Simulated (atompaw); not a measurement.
# u(r) = r·R(r): atom against pseudo-atom (W (Z = 74))

Columns: radius, all-electron u(r) and pseudo u(r) of the 5d shell (level -3.89 eV) of tungsten in the configuration [Xe] 4f14 5d4.5 6s1.5 6p0; PBEsol, scalar-relativistic, PAW (atompaw) scheme, atompaw 4.2.0.5.

```json
{"r (bohr)": "0.115", "all-electron": "0.2104", "pseudo": "0.0007"}
{"r (bohr)": "0.231", "all-electron": "-0.0621", "pseudo": "0.0057"}
{"r (bohr)": "0.346", "all-electron": "-0.3014", "pseudo": "0.0187"}
{"r (bohr)": "0.462", "all-electron": "-0.2755", "pseudo": "0.0426"}
{"r (bohr)": "0.577", "all-electron": "-0.1017", "pseudo": "0.0788"}
{"r (bohr)": "0.692", "all-electron": "0.1083", "pseudo": "0.1274"}
{"r (bohr)": "0.808", "all-electron": "0.3017", "pseudo": "0.1876"}
{"r (bohr)": "0.923", "all-electron": "0.4556", "pseudo": "0.2558"}
{"r (bohr)": "1.038", "all-electron": "0.5694", "pseudo": "0.3289"}
{"r (bohr)": "1.154", "all-electron": "0.6478", "pseudo": "0.4030"}
{"r (bohr)": "1.269", "all-electron": "0.6960", "pseudo": "0.4726"}
{"r (bohr)": "1.385", "all-electron": "0.7213", "pseudo": "0.5347"}
{"r (bohr)": "1.500", "all-electron": "0.7291", "pseudo": "0.5849"}
{"r (bohr)": "1.615", "all-electron": "0.7243", "pseudo": "0.6216"}
{"r (bohr)": "1.731", "all-electron": "0.7104", "pseudo": "0.6439"}
{"r (bohr)": "1.846", "all-electron": "0.6904", "pseudo": "0.6518"}
{"r (bohr)": "1.962", "all-electron": "0.6661", "pseudo": "0.6470"}
{"r (bohr)": "2.077", "all-electron": "0.6395", "pseudo": "0.6320"}
{"r (bohr)": "2.192", "all-electron": "0.6116", "pseudo": "0.6097"}
{"r (bohr)": "2.308", "all-electron": "0.5828", "pseudo": "0.5828"}
{"r (bohr)": "2.423", "all-electron": "0.5542", "pseudo": "0.5544"}
{"r (bohr)": "2.538", "all-electron": "0.5260", "pseudo": "0.5261"}
{"r (bohr)": "2.654", "all-electron": "0.4983", "pseudo": "0.4983"}
{"r (bohr)": "2.769", "all-electron": "0.4716", "pseudo": "0.4716"}
{"r (bohr)": "2.885", "all-electron": "0.4456", "pseudo": "0.4456"}
{"r (bohr)": "3.000", "all-electron": "0.4208", "pseudo": "0.4208"}
```

**Question.** How many radial nodes do the two functions have?

**Answer.** The all-electron 5d function has n − l − 1 = 2; the pseudo-wave has 0, since the states of the same l below it are removed with the core.

**Question.** At about which radius was the pseudo-wave matched?

**Answer.** 2.60 bohr. The columns agree to 0.0005 from 2.31 bohr on; several derivatives are matched, so the curves merge somewhat inside the radius.

**Question.** Where does each function peak?

**Answer.** Outermost all-electron maximum near 1.50 bohr, pseudo maximum near 1.85 bohr (to the table’s step).

**Question.** Is the pseudo-wave norm-conserving?

**Answer.** No, it belongs to a PAW set: the norm inside the radius is not constrained, and the difference is carried by the augmentation charge.
